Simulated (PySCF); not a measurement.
Running PySCF for InB⁺

Input:

```python
from pyscf import gto, dft

mol = gto.M(
    atom='In 0 0 0; B 0 0 2.19',
    basis='def2-svp',
    ecp={'In': 'def2-svp'},
    charge=1,
    spin=1,
    verbose=4,
)
mf = dft.ROKS(mol, xc='r2scan')
mf.kernel()
mf.mulliken_pop()
mf.dip_moment()
print('orbital energies (hartree):', mf.mo_energy[..., max(0, mol.nelec[1]-3):mol.nelec[0]+3].round(4))
```

```bash
$ OMP_NUM_THREADS=1 python input.py
```

Output (some set-up lines and the per-cycle HOMO/LUMO lines with their warnings removed):

```
PySCF version 2.14.0

[INPUT] Symbol           X                Y                Z      unit          X                Y                Z       unit  Magmom
[INPUT]  1 In     0.000000000000   0.000000000000   0.000000000000 AA    0.000000000000   0.000000000000   0.000000000000 Bohr   0.0
[INPUT]  2 B      0.000000000000   0.000000000000   2.190000000000 AA    0.000000000000   0.000000000000   4.138500212797 Bohr   0.0

nuclear repulsion = 25.3715101126027
number of shells = 16
number of NR pGTOs = 85
number of NR cGTOs = 40
basis = def2-svp
ecp = {'In': 'def2-svp'}

******** <class 'pyscf.dft.roks.ROKS'> ********
method = ROKS
initial guess = minao
damping factor = 0
level_shift factor = 0
DIIS = <class 'pyscf.scf.diis.CDIIS'>
SCF conv_tol = 1e-09
SCF max_cycles = 50
num. doubly occ = 12  num. singly occ = 1
XC functionals = r2scan

grids dens level: 3
tot grids = 35920
init E= -193.993683526

cycle= 1 E= -213.467304342291  delta_E= -19.5  |g|= 1.84  |ddm|= 8.68
cycle= 2 E= -203.285764158968  delta_E= 10.2  |g|= 5.04  |ddm|= 4.71

cycle= 3 E= -213.911854053985  delta_E= -10.6  |g|= 0.483  |ddm|= 3.72

cycle= 4 E= -213.963421054623  delta_E= -0.0516  |g|= 0.874  |ddm|= 2.36

cycle= 5 E= -214.435912986363  delta_E= -0.472  |g|= 0.0707  |ddm|=  1.6

cycle= 6 E= -214.525736073669  delta_E= -0.0898  |g|= 0.269  |ddm|= 1.15

cycle= 7 E= -214.549727768079  delta_E= -0.024  |g|= 0.088  |ddm|= 1.07

cycle= 8 E= -214.554773464908  delta_E= -0.00505  |g|= 0.0541  |ddm|= 0.102

cycle= 9 E= -214.558128150739  delta_E= -0.00335  |g|= 0.0163  |ddm|= 0.14

cycle= 10 E= -214.558598202397  delta_E= -0.00047  |g|= 0.00263  |ddm|= 0.0714

cycle= 11 E= -214.558610848715  delta_E= -1.26e-05  |g|= 0.000958  |ddm|= 0.0223

cycle= 12 E= -214.558612208575  delta_E= -1.36e-06  |g|= 8.53e-05  |ddm|= 0.00426

cycle= 13 E= -214.558612214728  delta_E= -6.15e-09  |g|= 2.5e-05  |ddm|= 0.000358

cycle= 14 E= -214.5586122149  delta_E= -1.72e-10  |g|= 5.67e-06  |ddm|= 5.41e-05

Extra cycle  E= -214.558612214934  delta_E= -3.44e-11  |g|= 2.7e-06  |ddm|= 2.89e-05
converged SCF energy = -214.558612214934
 ** Mulliken pop  **
pop of  0 In 4s           2.60279
pop of  0 In 5s          -0.60096
pop of  0 In 6s           1.43154
pop of  0 In 7s           0.47264
pop of  0 In 4px          1.08553
pop of  0 In 4py          1.08553
pop of  0 In 4pz          1.07121
pop of  0 In 5px          0.91387
pop of  0 In 5py          0.91387
pop of  0 In 5pz          0.93260
pop of  0 In 6px          0.00083
pop of  0 In 6py          0.00083
[28 lines left out]
 ** Mulliken atomic charges  **
charge of    0In =      0.60993
charge of    1B =      0.39007

WARN: System has nonzero charge 1; the dipole moment is origin-dependent.
Location of origin: [0. 0. 0.]

Dipole moment(X, Y, Z, Debye): -0.00000, -0.00000,  3.80683
orbital energies (hartree): [-0.9469 -0.6683 -0.4841 -0.3831 -0.3831 -0.3641 -0.2497]
```

In short: E(SCF) = -214.558612 Eh, 14 cycles.

Hardware: Arm Neoverse V2, 1 thread, shared host. Wall time 4 s, peak memory 0.19 GiB.

The bond length is a typed value, not an optimised one. The dipole of an ion depends on the origin. No search for the lowest solution was made.
